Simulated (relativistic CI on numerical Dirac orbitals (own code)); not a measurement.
**Line list: Electric-dipole lines, Ho XXXIV**

Method of calculation: Dirac-Coulomb-Breit CI, separate exchange-only KLI orbitals for each configuration, model QED (radiative potential, 1s self-energy scaled to tabulated hydrogen-like ionisation energies), unscaled Slater integrals (own radial code, finite nucleus).

Configuration list (outside the closed core [Ar] 3d10): 4s2 4p4, 4s 4p5, 4s2 4p3 4d, 4p6, 4s 4p4 4d, 4s2 4p3 4f, 4s 4p4 4f, 4p5 4d, 4s 4p3 4d2, 4s2 4p2 4d 4f, 4p5 4f, 4p4 4d 4f, 4s2 4p3 5s, 4s 4p3 4f2, 4p5 5s, 4s2 4p3 5p, 4s 4p3 4d 5s, 4s2 4p2 4f 5s, 4s 4p4 5s, 4s2 4p3 5d, 4s 4p4 5p, 4s2 4p3 5f, 4s2 4p3 5g, 4s 4p4 5d, 4p4 4f 5s, 4s2 4p3 6s, 4s 4p4 5f, 4s2 4p2 4d2, 4s2 4p 4d3, 4s 4p2 4d3, 4s2 4p 4d2 4f, 4s 4p2 4d2 4f, 4s2 4p 4d2 5s, 4p4 4d2, 4p3 4d3, 4p3 4d2 4f, 4p3 4d2 5s, 4s2 4p2 4d 5s, 4s 4p2 4d2 5s, 4s2 4p 4d 4f 5s, 4s 4p2 4d 4f 5s, 4s2 4p 4d 5s2, 4p4 4d 5s, 4p3 4d 4f 5s, 4p3 4d 5s2, 4s2 4p2 5s2, 4s 4p2 4d 5s2, 4s2 4p 4f 5s2, 4s 4p2 4f 5s2. Double excitations out of closed p, d and f shells are left out; levels of such configurations are missing from the list, as are those of other unlisted configurations, and high levels can miss mixing partners. These lack a partner that the ground configuration has and come out too high: 4s2 4p3 5p, 4s2 4p3 5d, 4s 4p4 5p, 4s2 4p3 5f, 4s2 4p3 5g.

```
λ vac (nm)                  Lower                   Upper   A (s⁻¹)        gf  Branching (%)
    6.0261   4s2 4p3 4d 3F°_3 [9]  4s2 4p2 4d2 3G_3 [129]  6.37e+11  2.43e+00           81.2
    6.1007   4s2 4p3 4d 3F°_3 [9]  4s2 4p2 4d2 3G_3 [125]  5.70e+11  2.23e+00           72.4
    6.1531  4s2 4p3 4d 3F°_4 [11]  4s2 4p2 4d2 3G_5 [140]  8.74e+11  5.46e+00           99.6
    6.1639  4s2 4p3 4d 3D°_3 [14]  4s2 4p2 4d2 3F_3 [160]  7.21e+11  2.88e+00           65.3
    6.1723  4s2 4p3 4d 3G°_5 [27]  4s2 4p2 4d2 3H_6 [228]  8.70e+11  6.46e+00          100.0
    6.1882      4s 4p5 3P°_2 [10]    4s 4p4 4d 3D_3 [118]  6.41e+11  2.58e+00           80.9
    6.2170  4s2 4p3 4d 3F°_4 [11]  4s2 4p2 4d2 5D_4 [133]  1.01e+12  5.28e+00           92.4
    6.2312       4s2 4p4 3P_2 [1]   4s2 4p3 4d 3D°_3 [30]  1.16e+12  4.71e+00           99.6
    6.2599       4s2 4p4 3P_2 [1]   4s2 4p3 4d 3P°_2 [29]  1.07e+12  3.14e+00           98.3
    6.2624  4s2 4p3 4d 3F°_4 [26]  4s2 4p2 4d2 3G_5 [220]  9.28e+11  6.00e+00           86.7
    6.2818       4s2 4p4 3P_2 [1]   4s2 4p3 4d 3S°_1 [28]  9.69e+11  1.72e+00           97.8
    6.3023       4s2 4p4 1S_0 [2]   4s2 4p3 4d 3D°_1 [32]  6.90e+11  1.23e+00           73.5
    6.3082       4s2 4p4 3P_1 [3]   4s2 4p3 4d 3P°_1 [41]  7.39e+11  1.32e+00           73.3
    6.3166       4s2 4p4 1D_2 [4]   4s2 4p3 4d 1F°_3 [44]  1.06e+12  4.43e+00          100.0
    6.3650  4s2 4p3 4d 3D°_3 [30]  4s2 4p2 4d2 3F_4 [223]  1.30e+12  7.11e+00           69.2
    6.5318       4s 4p5 3P°_2 [6]   4s2 4p2 4d2 5G_3 [94]  5.66e+11  2.54e+00           74.8
    6.5333   4s2 4p3 4d 3F°_3 [9]   4s2 4p2 4d2 5G_4 [99]  4.27e+11  2.46e+00           89.8
    6.8882  4s2 4p3 4d 3G°_4 [20]   4s2 4p3 4f 1H_5 [182]  8.19e+11  6.41e+00           89.6
    6.9038  4s2 4p3 4d 3F°_2 [18]   4s2 4p3 4f 3G_3 [168]  6.52e+11  3.26e+00           69.8
    6.9856  4s2 4p3 4d 1F°_3 [44]  4s2 4p2 4d2 1G_4 [317]  1.63e+12  1.07e+01           84.4
    7.2745   4s2 4p3 4d 3F°_3 [9]    4s2 4p3 4f 3G_4 [80]  2.61e+11  1.86e+00           88.2
    7.2823  4s2 4p3 4d 3F°_4 [42]   4s2 4p3 4f 3G_5 [286]  7.95e+11  6.96e+00           96.3
    7.4817  4s2 4p3 4d 3F°_4 [42]  4s2 4p2 4d2 3F_4 [274]  7.68e+11  5.80e+00           88.2
    7.5690       4s2 4p4 3P_1 [3]   4s2 4p3 4d 1D°_2 [39]  4.90e+11  2.10e+00           58.4
    7.5998       4s2 4p4 3P_0 [5]   4s2 4p3 4d 1P°_1 [61]  8.66e+11  2.25e+00           95.7
    7.7611       4s2 4p4 1D_2 [4]   4s2 4p3 4d 1D°_2 [39]  3.14e+11  1.42e+00           37.5
    7.8099       4s2 4p4 1D_2 [4]   4s2 4p3 4d 3S°_1 [38]  6.61e+11  1.81e+00           83.5
    7.9821       4s2 4p4 1D_2 [4]   4s2 4p3 4d 1F°_3 [37]  3.28e+11  2.19e+00           84.1
    8.1491       4s2 4p4 3P_2 [1]   4s2 4p3 4d 3D°_3 [14]  2.39e+11  1.66e+00          100.0
    8.3174       4s2 4p4 3P_2 [1]   4s2 4p3 4d 3D°_2 [13]  2.03e+11  1.05e+00           96.4
```

Terms are leading LS components. Brackets give the number of a level in order of energy, since labels repeat. The list gives strong lines, with weight on those to low levels, without lines whose two gauges differ by over a factor of 2.5, among the lowest 400 of 10723 levels, so that lines to higher ones, which can be the strongest, are missing. Levels whose partners in the same complex of configurations lie outside the list can be far off, and so can their lines. Rates are taken at the computed energies, electric ones in the length gauge.

At this charge energies of transitions that change n are usually good to better than 1 %, and those within a shell (Δn = 0) to a few per cent.

LS names give the leading component of a level, which can be under half, so a name can repeat, a term be missing and a line seem to break the LS rules.
